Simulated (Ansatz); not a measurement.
Job for Ansatz (an electronic-structure program): R-wB97M-V/def2-TZVPP on C3H6O (SMILES C=COC), a point of a torsion scan.

Ansatz 0.2 input:
```yaml
crystal:
  periodic: [false, false, false]
  atoms:
    - {symbol: C, position_ang: [1.73624980, 0.14579239, 0.05395255]}
    - {symbol: C, position_ang: [0.65412970, -0.60814670, 0.00804043]}
    - {symbol: O, position_ang: [-0.57316342, -0.16522492, -0.42956467]}
    - {symbol: C, position_ang: [-0.71920584, -0.12052225, -1.83195303]}
    - {symbol: H, position_ang: [1.72923383, 1.16317282, -0.29895030]}
    - {symbol: H, position_ang: [2.66271074, -0.23332376, 0.44384206]}
    - {symbol: H, position_ang: [0.65022785, -1.63257460, 0.37163789]}
    - {symbol: H, position_ang: [-1.71621939, 0.27274571, -2.02163492]}
    - {symbol: H, position_ang: [-0.63295482, -1.12167241, -2.27108881]}
    - {symbol: H, position_ang: [0.02649093, 0.53437311, -2.29538254]}
basis:
  gaussian:
    orbitals: def2-TZVPP
hamiltonian:
  xc: {name: wB97M-V}
scf: {lower_state_search: off}
```

Output:

```
WARN ansatz: RAYON_NUM_THREADS=2 ignored (pool sized by the plan → 2); use --threads N
Functional definition: wB97M-V
these checks for a lower state are left out or cut short: stability, starts, cluster_reference, orbital_swaps, neighbouring_geometries, increment
integrals: 0.13 GiB planned
1045 factors; their error is unknown
integrals: 0.16 GiB planned
270 factors; integrals over basis functions are off by at most 1.1e-5 eV
mean field: 1.23 GiB planned
mean field evaluation 1: about -5250.6552 eV, gradient 4.2e1 eV
mean field evaluation 2: about -5252.4872 eV, gradient 3.2e1 eV
mean field evaluation 4: about -5254.3367 eV, gradient 1.8e0 eV
mean field evaluation 8: about -5254.3551 eV, gradient 5.5e-2 eV
mean field evaluation 16: about -5254.3416 eV, gradient 4.9e-5 eV
mean field -5254.34155908 eV, -193.0934907756 hartree, gradient 2.8e-6 eV, S^2 0.000000; 0 other end points of the search recorded, 0 dependent functions left out
reference -5254.34160379 eV, -193.0934924188 hartree; 16, 16 occupied and 192, 192 virtual orbitals, 1045 factors
Total energy: -5254.34160379 eV, -193.0934924188 hartree
Checks for a lower state left out: stability, starts, cluster_reference, orbital_swaps, neighbouring_geometries, increment
```

The calculation finished and met its thresholds.

Cost: roughly 8 core-seconds.
